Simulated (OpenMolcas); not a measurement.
Pd3+: ligand-field states by method

Pd3+ with 6 ligands (water) in octahedral coordination (Th) at 2.12 Å. Ligand basis ANO-RCC-VDZP.

```
Program             : OpenMolcas 26.06
Basis               : ANO-RCC-VDZP [6s5p3d1f]
Scalar Hamiltonian  : DKH2, point nucleus
Active space        : 7 electrons in 5 orbitals (4d)
State averaging     : 2S+1 = 4 even, 10 roots; 2S+1 = 2 even, 40 roots
Spin-orbit coupling : state interaction with AMFI integrals over the reference wave functions
```

I. CASSCF
II. SS-CASPT2, IPEA 0.25 Eh, imaginary shift 0.1 Eh (closed shells correlated: 4s 4p and the ligand valence shells)

Spin-free states (labels of O, taken over from Oh, the nearest higher group) in cm-1, each column counted from its own energy of the first state listed:

```
State  Degeneracy      I     II
   2E           2      0      0
  4T1           3   1347   7960
  2T1           3  15024  15950
  2T2           3  15551  16120
  4T2           3  16883  26170
  2T1           3  19962  18360
  4T1           3  27934  34820
  2T2           3  29027  29050
  2A1           1  30877  31330
  2T1           3  33548  36360
  4A2           1  34092  47250
   2E           2  35774  36550
  2T2           3  37529  36290
  2T1           3  40086  40970
  2T2           3  41197  42270
  2A2           1  47132  44050
   2E           2  47840  52920
  2T1           3  53626  58150
   2E           2  65031  62570
  2T2           3  69529  69370
```

From I to II, I's first state of the same spin (2T1) moves from 15024 to 15950 cm-1, by about +930 cm-1.

From I to II, I's first state of another spin (4T1) moves from 1347 to 7960 cm-1, by about +6600 cm-1.

I: A least-squares ligand-field fit to the states below 45000 cm-1, each weighted by its degeneracy and with a free common offset, gives 10Dq = 17429 cm-1, B = 802 cm-1 and C = 3320 cm-1 (C/B = 4.14), with an rms deviation of 299 cm-1. The same method and metal basis give the free ion B = 990 cm-1 (fit to its terms below 60000 cm-1, rms deviation 15 cm-1), so the nephelauxetic ratio is β = 802 / 990 = 0.81; it hangs on how both fits weigh the states, and computed free-ion B values tend to be too large, so β mixes covalency with correlation.

χT at 300 K: I 0.82, II 0.53 cm3 K/mol.

Roots that are degenerate in the reference are averaged as groups; the widest CASPT2 spread within a group is 1000 cm-1 (the 3-fold group of multiplicity 2 near 18400 cm-1 above the lowest state of its run, II). Shifts and gaps below about the spread of the groups concerned are not significant. Over all roots computed the reference weight is 0.65 to 0.70 in II; a low but even weight reflects the number of correlated electrons. An orbital doublet at a regular site is open to a Jahn-Teller distortion, which this geometry leaves out. This shell can be high or low spin here, a state of another spin lies low, and with metal d orbitals alone active their balance is uncertain, so the ground spin may be wrong, although the usual error favours high spin. The least metal-like active orbital is 78 % on the metal (Löwdin) and no ligand orbital is active, so the numbers are rough. Ligand-to-metal charge-transfer states are missing. With no ligand orbital active B as a rule stays too high, so bands that hang on it stand too high and its fall with covalency is understated. Spin-orbit coupling mixes the spin-free states strongly: the lowest level takes only 69 % from its leading state, 2E (holds for I). Without dynamic correlation the repulsion within the d shell is too large (B by tens of per cent), so at a given field states of lower spin stand too high (holds for I). With metal d orbitals alone the field can be off either way by tens of per cent (holds for I). These CASPT2 states fit no ligand-field parameters well, so their order and spin gaps are uncertain (holds for II). With one d shell and no ligand orbital active, 10Dq can be off by a tenth or more (holds for II). No measured value stands beside these numbers; the geometry is a model, was not optimised and need not be the one that this ion takes.
